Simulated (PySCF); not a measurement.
Compound: C₁₀H₈.
Geometry (PBE0-D3(BJ)/def2-SVP, Å), atoms numbered from 1 in this order:
```
atom  x, y, z in Å
C1     2.2265   -2.7020   -2.3053
C2     1.5610   -1.8628   -1.7328
C3     0.7739   -0.8962   -1.0328
C4     0.5211    0.3004   -1.6434
C5    -0.2365    1.4175   -1.1467
C6    -0.8909    1.5882    0.0282
C7    -1.0404    0.6959    1.1731
C8    -1.7588    1.1142    2.2443
C9    -0.4374   -0.6365    1.1977
C10    0.3126   -1.3000    0.2913
H11    2.8164   -3.4374   -2.8197
H12    0.9491    0.4300   -2.6406
H13   -0.2877    2.2636   -1.8385
H14   -1.3964    2.5514    0.1536
H15   -1.8944    0.4768    3.1205
H16   -2.2243    2.1018    2.2628
H17   -0.6375   -1.1852    2.1239
H18    0.6338   -2.3038    0.5814
```

Level: CAM-B3LYP/def2-SVPD in PySCF, non-relativistic, on one gas-phase PBE0-D3(BJ)/def2-SVP geometry that isn't relaxed in the solvent. The solvent is an IEF-PCM continuum (cavity from Bondi-type radii × 1.2). The model holds no explicit solvent molecules, cavitation or dispersion.

Gas phase at CAM-B3LYP/def2-SVPD: HOMO -6.76 eV, LUMO -1.25 eV, dipole 0.35 D.

What does the continuum do to the energy, the frontier levels and the dipole at CAM-B3LYP/def2-SVPD in acetone and dimethylsulfoxide?

```tsv
solvent	ε	E(solvent) − E(gas) (kcal/mol)	polarisation term (kcal/mol)	distortion of the solute (kcal/mol)	HOMO (eV)	LUMO (eV)	dipole (D)
acetone	20.49	-4.39	-4.97	0.58	-6.76	-1.24	0.60
dimethylsulfoxide	46.83	-4.62	-5.27	0.65	-6.77	-1.25	0.61
```

Polarisation term: ½ Σ q·V over the induced surface charges. Distortion: the rise of the solute's own energy as its density leaves the gas-phase optimum. From acetone to dimethylsulfoxide the lowering changes by a factor 1.05, Onsager's factor (ε − 1)/(2ε + 1) by 1.04 and ε itself by 2.3.

How does the static polarisability (CAM-B3LYP/def2-SVPD, frozen core, with the continuum's full static response) change?

```json
{"medium": "gas", "isotropic (au)": "133.8", "principal values (au)": "65.6, 116.9, 218.9", "⟨r²⟩ of the electrons (bohr²)": "1612.8"}
{"medium": "acetone", "isotropic (au)": "194.7", "principal values (au)": "91.7, 168.3, 324.0", "⟨r²⟩ of the electrons (bohr²)": "1610.4"}
{"medium": "dimethylsulfoxide", "isotropic (au)": "198.3", "principal values (au)": "93.8, 171.3, 329.6", "⟨r²⟩ of the electrons (bohr²)": "1610.3"}
```

The isotropic value in dimethylsulfoxide is 1.48 times the gas-phase one; no cavity-field correction is applied. ⟨r²⟩ is taken about the centre of nuclear charge.

On one thread of an Arm Neoverse V1, no GPU (shared host), this took 72 s wall. This is the whole response run at CAM-B3LYP/def2-SVPD in dimethylsulfoxide, SCF included.
